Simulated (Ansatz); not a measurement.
Geometry optimisation, Ansatz 0.2.0, RKS PBE0-D4/def2-SVP.

The input (input.yaml):

```yaml
crystal:
  periodic: [false, false, false]
  atoms:
    - { symbol: C, position_ang: [-0.62363, 0.07451, -0.45395] }
    - { symbol: C, position_ang: [0.36705, 0.15983, 0.40551] }
    - { symbol: I, position_ang: [1.85594, -1.31809, 0.60698] }
    - { symbol: H, position_ang: [-0.74658, -0.76119, -1.1213] }
    - { symbol: H, position_ang: [-1.36072, 0.85836, -0.51777] }
    - { symbol: H, position_ang: [0.50793, 0.98657, 1.08053] }
basis:
  gaussian: { orbitals: def2-SVP }
hamiltonian:
  xc: pbe0
  dispersion: d4
relax:
  f_tol: 0.015
  max_steps: 40
```

Command:

```bash
$ ansatz run input.yaml --threads 1 --pin off --max-ram 2048MiB --backend cpu --events-out ev --progress --plain --runs-dir out
```

Q: Where does it end, and by what steps?

A: It converged. After 4 steps the energy has fallen by 0.024 eV; H4 moved furthest, 0.03 Å.

```csv
step,energy less start (eV),largest force component (eV/Å),accepted
0,0.0000,0.666,yes
1,-0.0219,0.137,yes
2,-0.0235,0.032,yes
3,-0.0233,0.044,no
4,-0.0236,0.010,yes
```

```xyz
6
Properties=species:S:1:pos:R:3
C -0.627 0.068 -0.461
C 0.375 0.151 0.406
I 1.859 -1.310 0.614
H -0.756 -0.778 -1.140
H -1.365 0.876 -0.509
H 0.514 0.993 1.089
```

Whether the end is a true minimum wasn't checked by a vibrational analysis.

Run time: 40 s on 1 CPU thread of a shared host.
